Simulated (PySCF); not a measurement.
## Diatomics with 67 electrons

PBE0 in PySCF with def2-SVPD on every atom (core potentials on In, Sn, Sb, Te, I), for the lowest determinant that a PBE0 search found; no spin–orbit coupling. All have 67 electrons, 11 of them in the valence shells, and the same state, a doublet (π ↑). For ions De leads to the atom and ion picked by measured ionisation energies and electron affinities.

```
species  difference of nuclear charges  Re (Å)  ωe (cm⁻¹)  k (mdyn/Å)  De (eV)  dissociates to
  InCl⁻                             32   2.653        207       0.677     1.26        In + Cl⁻
   SnS⁻                             34   2.338        404        2.43     3.63         Sn + S⁻
  SiTe⁻                             38   2.408        395        2.12     3.56        Si + Te⁻
   AlI⁻                             40   2.802        198       0.512     1.13         Al + I⁻
   SnCl                             33   2.414        341        1.86     3.91         Sn + Cl
    SbS                             35   2.233        498        3.69     3.36          Sb + S
    TeP                             37   2.250        482        3.42     3.04          Te + P
```

Problem. Which member of the whole set has the stiffest bond, and how does it compare with the softest?

Solution. SbS with k = 3.69 mdyn/Å, 7.2 times that of AlI⁻.

These are scalar-relativistic numbers at best; spin–orbit coupling would shift them, the dissociation energy most. For an ion De counts to the pair picked by the measured ionisation energies or electron affinities, which need not be the lowest pair at this level. The highest Kohn–Sham level is positive in some of these anions. Much of that is self-interaction error, but it also means that the finite basis helps to hold the extra electron. States were picked by a PBE0 search and need not be the measured ground states.
